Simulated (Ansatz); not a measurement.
Consider the ligand exchange at the Si–F bond: `F[SiH2]C[SiH3]` + HBr → `[SiH3]C[SiH2]Br` + H–F.

Program: Ansatz. Geometries: PBE0-D4/def2-TZVP. ΔE: electronic, gas phase. CBS: MP2 limit from def2 TZ/QZ plus the TZ coupled-cluster correction, frozen cores. This one scheme is used for every species. DFT in def2-TZVPP. B3LYP here is the variant with VWN-RPA as its local correlation; programs differ in this. For Br outer-core shells are correlated without core-valence functions, which leaves a few kJ/mol of doubt a bond. Scalar relativity is left out up to krypton. One conformer a species, not always the lowest.

`F[SiH2]C[SiH3]`:

Z-matrix (Å, degrees):
```
Si
C 1 1.852
F 1 1.604 2 109.9
H 1 1.484 2 111.0 3 118.5
H 1 1.484 2 111.0 3 -118.5
Si 2 1.876 1 114.8 3 179.8
H 2 1.096 1 108.9 3 -58.6
H 2 1.096 1 108.9 3 58.1
H 6 1.487 2 110.3 1 59.9
H 6 1.486 2 110.5 1 180.0
H 6 1.487 2 110.3 1 -59.9
```

HBr:

Cartesian coordinates in Å:
```
Br 0.592 -0.021 0.392
H -0.592 0.021 -0.392
```

`[SiH3]C[SiH2]Br`:

```xyz
11

Si   -0.178    0.494    1.571
C    -0.583   -0.444   -0.004
Si    0.590   -0.114   -1.405
Br    0.001   -1.291   -3.204
H    -0.208    1.959    1.317
H    -1.166    0.173    2.635
H     1.180    0.126    2.052
H    -0.579   -1.518    0.212
H    -1.596   -0.180   -0.324
H     0.569    1.316   -1.795
H     1.972   -0.520   -1.054
```

H–F:

Z-matrix (Å, degrees):
```
F
H 1 0.920
```

```tsv
level	ΔE (kJ/mol)	difference from CCSD(T)/CBS
PBE-D4	31.0	-3.3
r2SCAN-D4	40.5	6.2
ωB97X-V	41.6	7.3
ωB97M-V	40.4	6.1
B2PLYP	45.2	10.9
r2SCAN	41.5	7.2
PBE0	33.5	-0.8
B3LYP	49.5	15.2
MP2/def2-TZVPP	33.4	-0.9
CCSD/def2-TZVPP	42.4	8.1
CCSD(T)/def2-TZVPP	39.9	5.6
HF/def2-QZVPP	55.2	20.9
MP2/def2-QZVPP	30.9	-3.4
SCS-MP2/def2-QZVPP	38.7	4.4
HF/CBS(def2)	55.5	21.2
MP2/CBS(def2)	27.8	-6.5
CCSD(T)/CBS	34.3	0
```

Largest T1 diagnostic among the species: 0.011.

The D4 term adds −6.9 kJ/mol with B3LYP and −3.8 kJ/mol with PBE0; it sums over pairs of atoms, weighted by their polarisabilities, and B3LYP, whose exchange is more repulsive, gets the larger term. In def2-TZVPP, CCSD(T) changes the Hartree–Fock value by −13.1 kJ/mol (the triples alone add −2.6 kJ/mol) and MP2 by −19.6 kJ/mol.

CCSD(T)/CBS has its own doubt, a few kJ/mol and more with outer-core shells, so smaller differences from it don't rank the levels.
